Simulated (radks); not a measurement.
Values are calculated unless marked as measured or tabulated.
Task: Successive ionisation energies (eV) of one element, from differences of total energies of ions in their ground configurations, starting at charge 0: 5.686, 14.561, 21.290, 46.259, 68.717. Code: a radial shooting solver on a logarithmic mesh with Libxc functionals. Model: Dirac Kohn-Sham, LDA (Slater exchange, Perdew-Wang correlation), spin-unpolarised, spherical densities, finite nucleus; open shells fill j = l - 1/2 first; Fermi nuclear charge, rms radius 5.37 fm. Which element is it?

Result: Lutetium (Z = 71). The first species listed is Lu in [Xe] 4f14 5d1 6s2, the last Lu4+ in [Xe] 4f13.
